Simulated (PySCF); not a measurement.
## Orbital energies and ionisation energy

Species: Ge6H6 prismane, Ge6H6.
Cartesian coordinates in Å at the PBE0-D3(BJ)/def2-SVP level; atoms count from 1:
```xyz
12
Ge6H6 angstrom
Ge     0.6344    1.4800   -0.9780
H      1.1459    2.6965   -1.7868
Ge     0.2277    1.1872    1.4484
H      0.4110    2.1713    2.6291
Ge    -1.6340    0.9084   -0.1646
H     -2.9816    1.6575   -0.3039
Ge    -1.1019   -1.4892   -0.3572
H     -2.0083   -2.7099   -0.6504
Ge     1.1648   -0.9161   -1.1772
H      2.1230   -1.6651   -2.1346
Ge     0.7632   -1.2082    1.2505
H      1.3714   -2.1952    2.2756
```

Level: wB97X-D/def2-SVPD (PySCF). Frontier orbitals with their largest atomic shares (Löwdin; up to four atoms above 4 %):

```
orbital  ε (eV)                               main atoms
 HOMO−3   -8.06  Ge1 16 %, Ge9 16 %, Ge3 16 %, Ge11 15 %
 HOMO−2   -8.06  Ge5 16 %, Ge7 16 %, Ge11 15 %, Ge3 15 %
 HOMO−1   -7.60                                        ?
   HOMO   -7.59                                        ?
   LUMO    0.29  Ge5 15 %, Ge1 15 %, Ge11 15 %, Ge7 14 %
 LUMO+1    0.62   Ge1 13 %, Ge7 12 %, Ge9 12 %, Ge5 12 %
 LUMO+2    0.65  Ge5 17 %, Ge7 17 %, Ge3 16 %, Ge11 16 %
```

Task: What vertical ionisation energy does ΔSCF give, and how far is −ε(HOMO) from it?

Result: ΔSCF: 7.56 eV (729 kJ/mol; threshold wavelength 164 nm); ⟨S²⟩ of the doublet left behind is 0.758, against 0.75 for a pure doublet. −ε(HOMO) is 7.59 eV, 0.03 eV above it. In exact Kohn–Sham theory the two would be equal; wB97X-D (range-separated hybrid) comes within 0.03 eV of that here.

Task: On which atoms does the HOMO lie?

Result: HOMO: Ge11 18 %, Ge3 18 %, Ge7 13 %, Ge5 13 %; HOMO−1: Ge9 17 %, Ge1 16 %, Ge7 15 %, Ge5 15 %. These 2 orbitals lie within 0.02 eV of one another. The HOMO−2 lies 0.47 eV lower.

Task: What kinetic energy would electrons from this vertical process carry with He I light (21.218 eV)?

Result: 21.22 − 7.56 = 13.66 eV.

Task: What total energies stand behind the ΔSCF value?

Result: E(N) = -12464.44709 Eh and E(N − 1) = -12464.16927 Eh at the same geometry, 0.27782 Eh apart.

Isolated species at its PBE0-D3(BJ)/def2-SVP geometry (one conformer only). The calculation is non-relativistic, for germanium too.

wB97X-D is run here without its empirical dispersion term; that term would change no orbital, density or response property at a fixed geometry.
